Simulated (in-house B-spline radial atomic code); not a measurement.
Configurations of I, with energies counted from [Kr] 4d10 5s2 5p5. All numbers are computed (scalar-relativistic (X2C) Hartree-Fock, spin-polarised, averaged over the determinants with the given up and down occupations; Fermi nucleus of rms radius 4.75 fm) with an all-electron radial atomic-structure program (B-spline basis), not measured. Shells without spins written out take the highest spin.

Occupations are held fixed; configurations that lie above the ionisation limit could autoionise.

| configuration | E - E(ref) (eV) | highest orbital | its <r> (bohr) |
| --- | --- | --- | --- |
| [Kr] 4d10 5s2 5p(2 up, 2 down) 6d(0 up, 1 down) | 9.7732 | 6d down | 18.13 |
| [Kr] 4d10 4f1 5s1 5p5 | 20.646 | 4f up | 17.95 |
| [Kr] 4d9 5s2 5p6 | 46.199 | 5p down | 2.367 |
| [Kr] 4d9 5s2 5p5 6p1 | 55.329 | 6p up | 8.537 |
| [Ar] 3d(5 up, 4 down) 4s2 4p6 4d10 5s2 5p6 | 621.47 | 5p down | 2.335 |

Q: Order these further configurations by energy, lowest first.
A. [Kr] 4d10 5s2 5p4 6s1
B. [Kr] 4d9 4f1 5s2 5p5
C. [Kr] 4d10 5s2 5p4 5f1
D. [Kr] 4d9 5s2 5p5 6s1
E. [Ar] 3d10 4s2 4p(2 up, 3 down) 4d10 5s2 5p(3 up, 2 down) 6d(1 up, 0 down)

A: A (6.2509 eV), C (9.0046 eV), D (54.209 eV), B (56.715 eV), E (145.3 eV).
